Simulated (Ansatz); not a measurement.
`CBN[SiH3]` + `C=N` → `C=NBC` + `N[SiH3]` at 400 K and 1 bar (ligand exchange at a B–N bond).

Calculated with Ansatz (gas phase, PBE0-D4/def2-TZVP geometries, no zero-point term in ΔE). CCSD(T)/CBS is the MP2 limit (def2-TZVPP, def2-QZVPP) plus CCSD(T) − MP2 in def2-TZVPP, frozen cores. This one scheme is used for every species. One conformer a species, not always the lowest.

| species | CCSD(T)/CBS energy (Eh) | H − E (kJ/mol) | S (J/(mol·K)) |
| --- | --- | --- | --- |
| `CBN[SiH3]` | -411.50704 | 273.0 | 365.2 |
| `C=N` | -94.52360 | 119.4 | 238.9 |
| `C=NBC` | -159.21633 | 236.9 | 328.3 |
| `N[SiH3]` | -346.80422 | 153.0 | 285.3 |

H − E and S are ideal-gas, rigid-rotor, harmonic terms from PBE0-D4/def2-TZVP, for one conformer and one mirror image of each species. 1 Eh = 2625.50 kJ/mol, R = 8.31446 J/(mol·K).

Q: By hand: ΔE, ΔH, ΔS and ΔG.

A: ΔE = (-159.21633) + (-346.80422) − (-411.50704) − (-94.52360) = 0.01009 Eh = 26.5 kJ/mol. Δ(H − E) = 236.9 + 153.0 − 273.0 − 119.4 = -2.5, so ΔH = 24.0 kJ/mol. ΔS = 328.3 + 285.3 − 365.2 − 238.9 = 9.5 J/(mol·K). ΔG = 24.0 − 400 × (9.5)/1000 = 20.2 kJ/mol.

Q: By hand: the equilibrium constant, and the temperature at which ΔG would vanish if ΔH and ΔS stayed fixed.

A: log₁₀ K = −ΔG/(RT ln 10) = -2.6. ΔG = 0 at ΔH/ΔS = 2526 K, far beyond where these terms or the molecules hold.

The number of gas molecules stays the same, so ΔS is small and ΔH decides. A doubt of 5 kJ/mol in ΔE shifts log₁₀ K by 0.7 here. Other conformers and mirror images would add mixing entropy, several J/(mol·K) or more a flexible species. These are equilibria of isolated gas molecules and say nothing of rates. Largest T1 diagnostic: 0.014 (customary marks: 0.02 for closed shells, 0.045 for open ones).
